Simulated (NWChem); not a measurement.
System: C₂H₆OSi₂; SMILES [SiH3]C1=C[SiH2]O1

The following NWChem deck was run.

```
start job
memory heap 200 mb stack 900 mb global 1100 mb
geometry units angstroms noautosym nocenter noautoz
  Si     0.055212    -2.155870     0.000000
  C     -0.115305    -0.273542     0.000000
  C     -1.196265     0.548067     0.000000
  Si     0.054869     1.900527     0.000000
  O      1.052634     0.478238     0.000000
  H      0.803942    -2.588426    -1.216188
  H      0.803942    -2.588426     1.216188
  H     -1.312590    -2.751435     0.000000
  H     -2.250899     0.283660     0.000000
  H      0.260139     2.734561    -1.217425
  H      0.260139     2.734561     1.217425
end
basis spherical
  Si library pcsseg-1
  C library pcsseg-1
  O library pcsseg-1
  H library pcsseg-1
end
dft
  xc bhlyp
  iterations 150
end
property
  shielding 9 1 2 3 4 5 6 8 9 10
end
task dft property
```

Parts of the log:

```
             Northwest Computational Chemistry Package (NWChem) 7.3.0
             --------------------------------------------------------

                             Geometry "geometry" -> ""
                             -------------------------

 Output coordinates in angstroms (scale by  1.889725989 to convert to a.u.)

  No.       Tag          Charge          X              Y              Z
 ---- ---------------- ---------- -------------- -------------- --------------
    1 Si                  14.0000     0.05521200    -2.15587000     0.00000000
    2 C                    6.0000    -0.11530500    -0.27354200     0.00000000
    3 C                    6.0000    -1.19626500     0.54806700     0.00000000
    4 Si                  14.0000     0.05486900     1.90052700     0.00000000
    5 O                    8.0000     1.05263400     0.47823800     0.00000000
    6 H                    1.0000     0.80394200    -2.58842600    -1.21618800
    7 H                    1.0000     0.80394200    -2.58842600     1.21618800
    8 H                    1.0000    -1.31259000    -2.75143500     0.00000000
    9 H                    1.0000    -2.25089900     0.28366000     0.00000000
   10 H                    1.0000     0.26013900     2.73456100    -1.21742500
   11 H                    1.0000     0.26013900     2.73456100     1.21742500

 Effective nuclear repulsion energy (a.u.)     269.2645461696

                              NWChem Property Module
                              ----------------------

  itol2e modified to match energy
  convergence criterion.

                                 NWChem DFT Module
                                 -----------------

 Summary of "ao basis" -> "ao basis" (spherical)
 ------------------------------------------------------------------------------
       Tag                 Description            Shells   Functions and Types
 ---------------- ------------------------------  ------  ---------------------
 Si                         pcsseg-1                10       24   4s5p1d
 C                          pcsseg-1                 7       17   3s3p1d
 O                          pcsseg-1                 7       17   3s3p1d
 H                          pcsseg-1                 3        5   2s1p

  itol2e modified to match energy
  convergence criterion.

            General Information
            -------------------
          SCF calculation type: DFT
          Wavefunction type:  closed shell.
          No. of atoms     :    11
          No. of electrons :    54
           Alpha electrons :    27
            Beta electrons :    27
          Charge           :     0
          Spin multiplicity:     1
          Use of symmetry is: off; symmetry adaption is: off
          Maximum number of iterations: 150
          AO basis - number of functions:   129
                     number of shells:    59
          Convergence on energy requested:  1.00D-07
          Convergence on density requested:  1.00D-05
          Convergence on gradient requested:  5.00D-04

              XC Information
              --------------
                        BHLYP Method XC Functional
                     Hartree-Fock (Exact) Exchange  0.500
                        Slater Exchange Functional  0.500 local
                    Becke 1988 Exchange Functional  0.500 non-local
              Lee-Yang-Parr Correlation Functional  1.000

             Grid Information
             ----------------
          Grid used for XC integration:  fine
          Radial quadrature: Mura-Knowles
          Angular quadrature: Lebedev.
          Tag              B.-S. Rad. Rad. Pts. Rad. Cut. Ang. Pts.
          ---              ---------- --------- --------- ---------
          Si                  1.10      123          13.0       770
          C                   0.70       70          11.0       590
          O                   0.60       70          11.0       590
          H                   0.35       60          14.0       590
          Grid pruning is: on
          Number of quadrature shells:   816
          Spatial weights used:  Erf1

[...]

          -----------------------------------------
          Chemical Shielding Tensors (GIAO, in ppm)
          -----------------------------------------

                                NWChem CPHF Module
                                ------------------

  scftype          =     RHF
  nclosed          =       27
  nopen            =        0
  variables        =     2754
  # of vectors     =        3
  tolerance        = 0.10D-03
  level shift      = 0.00D+00
  max iterations   =       50
  max subspace     =       30

 SCF residual:    2.4998129633577426E-004

Iterative solution of linear equations
  No. of variables     2754
  No. of equations        3
  Maximum subspace       30
        Iterations       50
       Convergence  1.0D-04

   iter   nsub   residual    time
   ----  ------  --------  ---------
     1      3    1.17D+00      99.2
     2      6    2.05D-01     107.0
     3      9    2.38D-02     114.8
     4     12    2.33D-03     122.6
     5     15    2.58D-04     130.2
     6     18    1.90D-05     138.9

      Atom:    1  Si
        Diamagnetic
    876.8315     -0.0395      0.0000
     -0.0395    884.8503     -0.0000
      0.0000     -0.0000    875.9778

        Paramagnetic
   -438.1383      6.6297      0.0000
      6.6297   -423.7700     -0.0000
      0.0000     -0.0000   -468.6133

        Total Shielding Tensor
    438.6932      6.5902      0.0000
      6.5902    461.0803     -0.0000
      0.0000     -0.0000    407.3645

           isotropic =     435.7127
          anisotropy =      40.7453

          Principal Components and Axis System
                 1           2           3
              462.8762    436.8973    407.3645

      1         0.2629      0.9648     -0.0000
      2         0.9648     -0.2629      0.0000
      3        -0.0000      0.0000      1.0000

      Atom:    2  C
        Diamagnetic
    270.6813      3.7309     -0.0000
      3.7309    264.0833      0.0000
     -0.0000      0.0000    240.3249

        Paramagnetic
   -358.8750    -96.7358     -0.0000
    -96.7358   -306.5108     -0.0000
     -0.0000     -0.0000   -157.8361

        Total Shielding Tensor
    -88.1937    -93.0050     -0.0000
    -93.0050    -42.4276     -0.0000
     -0.0000     -0.0000     82.4888

           isotropic =     -16.0442
          anisotropy =    -217.5678

          Principal Components and Axis System
                 1           2           3
             -161.0893     82.4888     30.4681

      1         0.7871      0.0000     -0.6169
      2         0.6169     -0.0000      0.7871
      3         0.0000      1.0000      0.0000

      Atom:    3  C
        Diamagnetic
    264.3900     -4.4325     -0.0000
     -4.4325    260.0217      0.0000
     -0.0000      0.0000    233.7541

        Paramagnetic
   -277.2211    -77.7687     -0.0000
    -77.7687   -215.4336     -0.0000
     -0.0000     -0.0000    -85.3002

        Total Shielding Tensor
    -12.8311    -82.2011     -0.0000
    -82.2011     44.5881     -0.0000
     -0.0000     -0.0000    148.4539

           isotropic =      60.0703
          anisotropy =     132.5754

          Principal Components and Axis System
                 1           2           3
              148.4539    102.9490    -71.1920

      1        -0.0000     -0.5789      0.8154
      2        -0.0000      0.8154      0.5789
      3         1.0000      0.0000      0.0000

      Atom:    4  Si
        Diamagnetic
    878.3986     -1.0949      0.0000
     -1.0949    882.9133      0.0000
      0.0000      0.0000    873.3587

        Paramagnetic
   -461.5105    -31.8788      0.0000
    -31.8788   -547.8073      0.0000
      0.0000      0.0000   -607.9327

        Total Shielding Tensor
    416.8881    -32.9737      0.0000
    -32.9737    335.1060      0.0000
      0.0000      0.0000    265.4260

           isotropic =     339.1400
          anisotropy =     134.0796

          Principal Components and Axis System
                 1           2           3
              428.5265    323.4676    265.4260

      1         0.9430      0.3328     -0.0000
      2        -0.3328      0.9430     -0.0000
      3         0.0000      0.0000      1.0000

      Atom:    5  O
        Diamagnetic
    397.1381      6.0816     -0.0000
      6.0816    408.6770     -0.0000
     -0.0000     -0.0000    374.1263

        Paramagnetic
   -228.2542     63.3490      0.0000
     63.3490   -280.8549     -0.0000
      0.0000     -0.0000    -71.8158

        Total Shielding Tensor
    168.8839     69.4305      0.0000
     69.4305    127.8221     -0.0000
      0.0000     -0.0000    302.3105

           isotropic =     199.6722
          anisotropy =     153.9575

          Principal Components and Axis System
                 1           2           3
              302.3105    220.7555     75.9506

      1        -0.0000      0.8011     -0.5985
      2        -0.0000      0.5985      0.8011
      3         1.0000      0.0000      0.0000

      Atom:    6  H
        Diamagnetic
     26.0050     -2.5634     -5.0511
     -2.5634     28.0151      4.4284
     -5.0511      4.4284     31.0031

        Paramagnetic
      0.2329      1.2921      2.2784
      1.2921     -0.8643     -2.1863
      2.2784     -2.1863     -2.4253

        Total Shielding Tensor
     26.2379     -1.2714     -2.7727
     -1.2714     27.1507      2.2421
     -2.7727      2.2421     28.5779

           isotropic =      27.3222
          anisotropy =       6.7634

          Principal Components and Axis System
                 1           2           3
               31.8311     25.7563     24.3791

      1        -0.4747      0.3613      0.8026
      2         0.4818      0.8698     -0.1067
      3         0.7366     -0.3360      0.5869

      Atom:    7  H
        Diamagnetic
     33.3032      5.8591      0.0000
      5.8591     29.7248      0.0000
      0.0000      0.0000     22.9204

[...]
```

Level: BHandHLYP/pcSseg-1, GIAO. Geometry: optimised at PBE0/def2-SVP. The output numbers the shielded atoms by their place in the input's list. The printed shielding anisotropy is the first printed principal value minus the mean of the other two.
